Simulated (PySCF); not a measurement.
**Assignment exercise: C7H10OSi**

Geometry:
```json
{"atom": "C1", "x (Å)": "3.596", "y (Å)": "-0.155", "z (Å)": "-1.184"}
{"atom": "C2", "x (Å)": "2.348", "y (Å)": "-0.020", "z (Å)": "-0.468"}
{"atom": "C3", "x (Å)": "1.313", "y (Å)": "0.098", "z (Å)": "0.129"}
{"atom": "C4", "x (Å)": "0.080", "y (Å)": "0.241", "z (Å)": "0.833"}
{"atom": "C5", "x (Å)": "-0.721", "y (Å)": "-0.955", "z (Å)": "1.208"}
{"atom": "C6", "x (Å)": "-1.248", "y (Å)": "-0.045", "z (Å)": "0.120"}
{"atom": "Si7", "x (Å)": "-2.748", "y (Å)": "1.087", "z (Å)": "0.362"}
{"atom": "C8", "x (Å)": "-1.193", "y (Å)": "-0.532", "z (Å)": "-1.251"}
{"atom": "O9", "x (Å)": "-2.016", "y (Å)": "-0.210", "z (Å)": "-2.075"}
{"atom": "H10", "x (Å)": "3.411", "y (Å)": "-0.136", "z (Å)": "-2.258"}
{"atom": "H11", "x (Å)": "4.078", "y (Å)": "-1.098", "z (Å)": "-0.925"}
{"atom": "H12", "x (Å)": "4.264", "y (Å)": "0.667", "z (Å)": "-0.927"}
{"atom": "H13", "x (Å)": "0.060", "y (Å)": "1.088", "z (Å)": "1.511"}
{"atom": "H14", "x (Å)": "-0.352", "y (Å)": "-1.926", "z (Å)": "0.907"}
{"atom": "H15", "x (Å)": "-1.244", "y (Å)": "-0.953", "z (Å)": "2.152"}
{"atom": "H16", "x (Å)": "-3.963", "y (Å)": "0.317", "z (Å)": "0.123"}
{"atom": "H17", "x (Å)": "-2.612", "y (Å)": "2.248", "z (Å)": "-0.508"}
{"atom": "H18", "x (Å)": "-2.700", "y (Å)": "1.511", "z (Å)": "1.768"}
{"atom": "H19", "x (Å)": "-0.362", "y (Å)": "-1.218", "z (Å)": "-1.508"}
```

Method: structure optimised with GFN2-xTB, shielding tensors at PBE0/pcSseg-1 (GIAO), in PySCF 2.14.0 with density-fitted response routines (non-relativistic, rapidly exchanging positions averaged, one computed conformer, in vacuum).

Referencing at the same level of theory: ¹³C (σ = 186.93 ppm) and ¹H (σ = 31.72 ppm) against TMS.

Question: Assign these signals to the numbered atoms. ¹³C{¹H} NMR (computed): δ 212.8 (CH), 84.3 (C), 83.2 (C), 26.6 (C), 22.6 (CH2), 16.5 (CH), 4.6 (CH3).

Answer: 
212.8 → C8, aldehyde carbonyl carbon: low-lying n→π* states of the double bond to the heteroatom give a large paramagnetic term (-275 ppm)
84.3 → C2, alkyne carbon: sp carbons lie upfield of alkene carbons because the cylindrical π system leaves one tensor component strongly shielded
83.2 → C3, alkyne carbon
26.6 → C6, three-membered-ring carbon: carbons of three-membered rings are unusually shielded
22.6 → C5, three-membered-ring carbon
16.5 → C4, three-membered-ring carbon
4.6 → C1, propargylic methyl carbon: aliphatic region, no heteroatom directly attached

C2 and C3 lie closer than the usual error of such a calculation, so a measured spectrum could show them in the other order.

Question: Assign these signals to the numbered atoms. ¹H NMR (400 MHz, computed): δ 9.48 (s, 1H), 3.79 (s, 3H), 2.01 (s, 3H), 1.99 (m, 1H), 1.54 (m, 1H), 1.26 (m, 1H).

Answer: 
| δ (ppm) | atoms | environment | reason |
| --- | --- | --- | --- |
| 9.48 | H19 | hydrogen on an aldehyde carbonyl carbon | the formyl region, downfield of aromatic protons |
| 3.79 | H16/H17/H18 | hydrogen on a silicon bonded to C | – |
| 2.01 | H10/H11/H12 | hydrogen on a propargylic methyl carbon | – |
| 1.99 | H13 | hydrogen on a three-membered-ring carbon | – |
| 1.54 | H14 | hydrogen on a three-membered-ring carbon | cyclopropane-type protons are shielded by the ring |
| 1.26 | H15 | hydrogen on a three-membered-ring carbon | – |

H10/H11/H12 and H13 lie closer than the usual error of such a calculation, so a measured spectrum could show them in the other order.

Shifts are as computed. Against solution values, carbons near 30 ppm lie about +3 ppm off and those near 130 ppm about +5 ppm. Of 1309 compounds with measured shifts, 239 miss one by over three times the rms of a fit or turn the order of signals round; such compounds aren't used in these exercises. No couplings were computed; multiplicities are counted from neighbouring protons, with m where these are inequivalent, close in shift, in a saturated or five-membered ring or joined by F or P, and br s for small geminal =CH2 splittings.
